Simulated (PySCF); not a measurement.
AsF₄⁺: from structure and modes to constants

All numbers come from PBE0/[As def2-SVP, F def2-SVP], no relativity, density fitting, PySCF.

The singlet minimum has Td symmetry. Masses (u): As 74.92160, F 18.99840.

```xyz
5
charge 1 multiplicity 1, angstrom
As    0.0000    0.0000    0.0000
F     0.9505    0.9505   -0.9505
F    -0.9505   -0.9505   -0.9505
F     0.9505   -0.9505    0.9505
F    -0.9505    0.9505    0.9505
```

Harmonic wavenumbers (cm⁻¹): 225.0 (e, ×2), 296.2 (t2, ×3), 777.9 (a1, ×1), 892.9 (t2, ×3).

(1) Find the principal moments of inertia and the rotational constants. What kind of rotor is it?

(2) Find the vibrational entropy and heat capacity at 298.15 K.

(3) Give the standard entropy (298.15 K, 1 bar) by its translational, rotational, vibrational and spin parts, and Cp.

Results:

(1) About the centre of mass I = 137.31, 137.31, 137.31 u Å². With B = 16.8576/I this gives 0.1228, 0.1228, 0.1228 cm⁻¹. The molecule is a spherical top.

(2) With u = 1.43878 ω/T, each mode gives S = R[u/(eᵘ−1) − ln(1−e⁻ᵘ)] and C = R u² eᵘ/(eᵘ−1)².
| ω (cm⁻¹) | u | S (J/(mol K)) | C (J/(mol K)) |
| --- | --- | --- | --- |
| 225.0 (×2) | 1.086 | 8.03 | 7.54 |
| 296.2 (×3) | 1.429 | 6.02 | 7.03 |
| 777.9 | 3.754 | 0.95 | 2.88 |
| 892.9 (×3) | 4.309 | 0.60 | 2.13 |
The sums over all modes are S = 36.9 and C = 45.5 J/(mol K); the softest mode gives 22 % of the entropy (each member, where degenerate).

(3) Sackur–Tetrode with M = 150.92 u gives 171.4; rotation with symmetry number 12 gives 89.3; vibration 36.9; spin R ln 1 = 0.0. The total is 297.5 J/(mol K), and Cp = 4 R + 45.5 = 78.7 J/(mol K).

This need not be the most stable arrangement of these atoms.
